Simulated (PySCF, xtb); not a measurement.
B(All)(H)2 (C3H7B), SMILES BCC=C. Other conformers were not sampled.

Harmonic wavenumbers (cm⁻¹) from GFN2-xTB in xtb 6.7.1 at its own minimum, in rising order: 90, 144, 295, 399, 588, 626, 790, 862, 887, 927, 1000, 1019, 1055, 1171, 1194, 1250, 1301, 1412, 1436, 1717, 2641, 2678, 2893, 2970, 3052, 3093, 3120.

What does PySCF 2.14.0 with PBE0-D3(BJ)/def2-SVP give at its own minimum? (An estimate is asked for; the answer gives what the named calculation found.)

98, 253, 282, 401, 512, 632, 782, 931, 934, 990, 1013, 1034, 1104, 1201, 1202, 1287, 1314, 1362, 1436, 1742, 2568, 2662, 2918, 3111, 3154, 3166, 3260. Paired by order, the mean absolute difference is 45 cm⁻¹ and the zero-point energies are 55.2 and 56.3 kcal/mol.
